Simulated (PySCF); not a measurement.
# Ionisation energy of Ga⁺ by level of theory

Ga⁺ [Ar] 3d10 4s2 (1S) → Ga²⁺ [Ar] 3d10 4s1 (2S), as a difference of total energies. Calculation: PySCF 2.14, in cc-pVDZ-DK (5s4p2d, 27 functions); the spin-free X2C one-electron Hamiltonian (Gaussian nucleus). Correlated levels: valence: [Ar] 3d10 frozen. The calculations carry no spin-orbit coupling.

| method | ionisation energy (eV) |
| --- | --- |
| UHF | 18.801 |
| TPSS | 20.535 |
| B3LYP | 20.870 |
| MP2 (valence) | 19.439 |
| SCS-MP2 (valence) | 19.566 |
| CCSD (valence) | 19.770 |

Errors of the correlated levels include the incompleteness of this basis and the frozen core.

With two correlated electrons CCSD is exact in that space.

**Question.** Which method comes closest to the reference value, and which is furthest?

**Answer.** The reference is 20.515 eV (measured; NIST Atomic Spectra Database, ionization energies). Closest: TPSS (error 0.020 eV); furthest: UHF (error -1.714 eV).
